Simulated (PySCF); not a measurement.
Precursor series Mo OH-NH2. All species are isolated molecules in the gas phase. One relaxed conformer stands for each flexible species; it need not be the lowest.

Level of theory: B3LYP-D3(BJ)/def2-TZVP // TPSS-D3(BJ)/def2-SVP in PySCF. All candidates: neutral, multiplicity 1. B3LYP has the VWN-RPA correlation part, as in Gaussian. 

```yaml
HOMO–LUMO gap: 4.68 eV
LUMO: -3.88 eV
HOMO: -8.56 eV
```

Problem. Name which member has these values.
(A) [Mo(OH)(NH2)5]
(B) [Mo(OH)2(NH2)4]
(C) [Mo(OH)6]
(D) [Mo(OH)5(NH2)]

Solution. C, [Mo(OH)6]. The others give [Mo(OH)5(NH2)]: 4.11 eV, -3.48 eV, -7.60 eV; [Mo(OH)2(NH2)4]: 3.83 eV, -2.53 eV, -6.36 eV; [Mo(OH)(NH2)5]: 3.80 eV, -2.33 eV, -6.13 eV
